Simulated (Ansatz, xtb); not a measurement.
## C2H8B2O: which of two isomers lies lower

We compare a, `BOB(C)C`, a singlet, with b, `BOBCC`, a singlet. Both are isolated molecules in the gas phase, relaxed with B3LYP/6-31G*; the shapes shown needn't be the lowest conformers.

a (Å):

```json
{"atom": "C", "x (Å)": "2.0177", "y (Å)": "-1.6514", "z (Å)": "-1.1176"}
{"atom": "C", "x (Å)": "1.1045", "y (Å)": "0.9219", "z (Å)": "-0.6196"}
{"atom": "B", "x (Å)": "-1.6496", "y (Å)": "-1.3580", "z (Å)": "-1.6328"}
{"atom": "B", "x (Å)": "0.8547", "y (Å)": "-0.5835", "z (Å)": "-1.0335"}
{"atom": "O", "x (Å)": "-0.4088", "y (Å)": "-0.9751", "z (Å)": "-1.3286"}
{"atom": "H", "x (Å)": "-2.3647", "y (Å)": "-1.7532", "z (Å)": "-0.7551"}
{"atom": "H", "x (Å)": "-2.0116", "y (Å)": "-1.2949", "z (Å)": "-2.7744"}
{"atom": "H", "x (Å)": "2.5881", "y (Å)": "-1.4914", "z (Å)": "-2.0453"}
{"atom": "H", "x (Å)": "1.6603", "y (Å)": "-2.6866", "z (Å)": "-1.1280"}
{"atom": "H", "x (Å)": "2.7387", "y (Å)": "-1.5348", "z (Å)": "-0.2989"}
{"atom": "H", "x (Å)": "0.2733", "y (Å)": "1.5888", "z (Å)": "-0.8723"}
{"atom": "H", "x (Å)": "2.0243", "y (Å)": "1.3191", "z (Å)": "-1.0671"}
{"atom": "H", "x (Å)": "1.2527", "y (Å)": "0.9779", "z (Å)": "0.4696"}
```

b (Å):

```csv
atom,x (Å),y (Å),z (Å)
C,2.8387,1.8599,-1.1586
C,3.6871,0.8151,-0.4204
B,0.1846,-0.5615,-0.1064
B,1.2860,1.6092,-1.2314
O,0.7187,0.5247,-0.6718
H,-0.1747,-0.4978,1.0347
H,0.0807,-1.5587,-0.7621
H,0.5478,2.3749,-1.7883
H,3.1943,1.9839,-2.1949
H,2.9838,2.8588,-0.7150
H,4.7507,1.0791,-0.4253
H,3.5915,-0.1749,-0.8816
H,3.3772,0.7168,0.6267
```

Estimate E(b) − E(a) at the level CCSD(T)/def2-SVP + ΔMP2/def2-TZVPP.

Calculated at CCSD(T)/def2-SVP + ΔMP2/def2-TZVPP: E(b) − E(a) = +13.0 kcal/mol, so structure a lies lower.

The same difference at several levels:

```csv
level,geometry,E(b) − E(a) (kcal/mol),departure from the last row (kcal/mol),"job, with rough time for the two"
GFN2-xTB,GFN2-xTB,−1.4,−14.5,"optimisation, 1.1 s"
HF/STO-3G,GFN2-xTB,+11.6,−1.5,"single point, 1.3 s"
r2SCAN-D4/def2-SVP,GFN2-xTB,+14.3,+1.2,"single point, 6.9 s"
B3LYP/6-31G*,B3LYP/6-31G*,+11.9,−1.1,"optimisation, 88 s"
HF/def2-SVP,B3LYP/6-31G*,+12.7,−0.4,part of the CCSD(T) run
MP2/def2-SVP,B3LYP/6-31G*,+12.7,−0.3,part of the CCSD(T) run
CCSD(T)/def2-SVP,B3LYP/6-31G*,+12.2,−0.8,single point
CCSD(T)/def2-SVP + ΔMP2/def2-TZVPP,B3LYP/6-31G*,+13.0,,"single point, 54 s"
```

As drawn, b has 1 C–C, 1 B–H in place of 1 C–B, 1 C–H.

GFN2-xTB puts the two in the other order. The largest departure from CCSD(T)/def2-SVP + ΔMP2/def2-TZVPP is that of GFN2-xTB, 14.5 kcal/mol. The last row adds to CCSD(T) the change of the MP2 difference between the two basis sets, here +0.8 kcal/mol.

With harmonic frequencies from B3LYP/6-31G* (ideal gas, rigid rotor, one conformer each, 298.15 K, 1 atm): the zero-point term adds +0.6 kcal/mol; ΔH is +13.2 and ΔG +14.1 kcal/mol.

The correlated steps freeze 5 core orbitals. Mirror images aren't counted in ΔG. Programs: Ansatz 0.2.0, xtb 6.7.1; the last row on 2 threads of Intel(R) Xeon(R) Processor @ 2.50GHz (Skylake/Cascade Lake) on a shared host.
